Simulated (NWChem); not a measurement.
**Polarisability of HFSi**

```
Si
F 1 1.6354
H 1 1.5468 2 96.80
```
Charge 0, spin multiplicity 1.

The numbers come from NWChem runs, not from measurements. The geometry was optimised at PBE0/def2-SVP, a minimum by its harmonic frequencies.

Basis set: 6-31G*. Static limit. This basis has no diffuse functions, which lowers polarisabilities.

| method | isotropic polarisability (bohr³) | difference from CCSD linear response |
|---|---|---|
| LDA (SVWN5) | 24.68 | +1.17 |
| B3LYP | 24.16 | +0.65 |
| HF | 23.63 | +0.12 |
| PBE | 24.75 | +1.25 |
| CCSD linear response | 23.51 | 0.00 |

The values span 1.25 bohr³, from CCSD linear response (lowest) to PBE (highest). 

The correlated methods keep 6 core orbitals frozen. B3LYP has NWChem's definition, with VWN1-RPA local correlation. The Pople sets run with spherical d functions. The structure started from a generated list of species. No row is a measurement; the coupled-cluster row has its own basis-set and correlation limits.
